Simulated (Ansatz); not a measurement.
Ansatz (an electronic-structure program) input (CCSD(T)/cc-pVTZ):

Ansatz 0.2 input:
```yaml
crystal:
  periodic: [false, false, false]
  atoms:
    - {symbol: N, position_ang: [1.48907470, -0.44322066, 0.33067049]}
    - {symbol: Al, position_ang: [0.01677495, 0.48205374, -0.01520816]}
    - {symbol: N, position_ang: [-1.51697996, -0.35867945, -0.30537160]}
    - {symbol: H, position_ang: [1.56474282, -1.44643365, 0.38559669]}
    - {symbol: H, position_ang: [2.38692657, -0.01945772, 0.50318947]}
    - {symbol: H, position_ang: [0.07145839, 2.05346512, -0.06478411]}
    - {symbol: H, position_ang: [-2.38361199, 0.11470720, -0.50619447]}
    - {symbol: H, position_ang: [-1.66225334, -1.35567877, -0.29719375]}
basis:
  gaussian:
    orbitals: cc-pVTZ
magnetization: {spin_polarized: false}
correlation: {method: ccsd_t, electrons: outside_noble_gas}
```

Output:

```
Functional definition: HF
integrals: 0.45 GiB planned
950 factors; integrals over basis functions are off by at most 1.8e-3 eV
0.89 GiB of device memory are held for the factors and their scratch space
mean field: 0.52 GiB planned
mean field evaluation 1: about -9624.1039 eV, gradient 4.9e1 eV
mean field evaluation 2: about -9624.1128 eV, gradient 4.9e1 eV
mean field evaluation 4: about -9628.9355 eV, gradient 2.7e0 eV
mean field evaluation 8: about -9628.9705 eV, gradient 1.1e-1 eV
mean field evaluation 16: about -9628.9582 eV, gradient 4.1e-1 eV
mean field -9628.97055112 eV, -353.8581410030 hartree, gradient 8.8e-6 eV, S^2 0.000000; 0 other end points of the search recorded, 0 dependent functions left out
7 core orbitals not correlated
reference -9628.97055112 eV, -353.8581410030 hartree; 9, 9 occupied and 148, 148 virtual orbitals, 950 factors
second order -14.09774958 eV of doubles, -0.00000000 eV of singles
coupled cluster: 3.46 GiB planned
cycle   1  -14.39942012 eV  change   -3.0e-1 eV  update   7.1e-2
cycle   2  -14.72540219 eV  change   -3.3e-1 eV  update   2.2e-2
cycle   3  -14.78762814 eV  change   -6.2e-2 eV  update   1.0e-2
cycle   4  -14.78105946 eV  change    6.6e-3 eV  update   2.7e-3
cycle   5  -14.78159513 eV  change   -5.4e-4 eV  update   1.4e-3
cycle   6  -14.78162279 eV  change   -2.8e-5 eV  update   3.6e-4
cycle   7  -14.78142862 eV  change    1.9e-4 eV  update   1.1e-4
cycle   8  -14.78141895 eV  change    9.7e-6 eV  update   3.7e-5
cycle   9  -14.78141559 eV  change    3.4e-6 eV  update   9.0e-6
perturbative correction -0.52286263 eV, -0.0192148472 hartree
Total energy: -9644.27482934 eV, -354.4205628538 hartree
```
